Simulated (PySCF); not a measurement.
# Relaxation of singlet MnO₃I

Computed with B3LYP/[Mn def2-SVP, O def2-SVP, I def2-SVP with ECP28], scalar-relativistic core potentials, density fitting, no spin–orbit coupling, PySCF. A (50,194) grid was used.

A hand-made tetrahedral start, of C3v symmetry, held to at least that symmetry:

Coordinates in bohr (charge 0 multiplicity 1):
```
Mn   -1.9731    0.0000   -1.3951
O    -4.4726   -0.0001    0.3724
O    -1.9732    2.4997   -3.1625
O    -1.9731   -2.4995   -3.1627
I     1.9153    0.0000    1.3542
```

Optimiser trace:
| step | E − E(last) (kJ/mol) | largest gradient (Eh/bohr) |
| --- | --- | --- |
| 0 | 40.45 | 0.05993 |
| 1 | 1.12 | 0.00705 |
| 2 | 0.13 | 0.00192 |
| 3 | 0.01 | 0.00077 |
| 4 | 0.00 | 0.00054 |
| 5 | 0.00 | 0.00007 |

It ends at C3v with Mn–I 2.505 Å, Mn–O 1.549 Å (×3); I–Mn–O 106.8° (×3), O–Mn–O 112.0° (×3) (after a last refinement on a finer grid). A frequency run shows a minimum. Other isomers or separated fragments may lie lower.
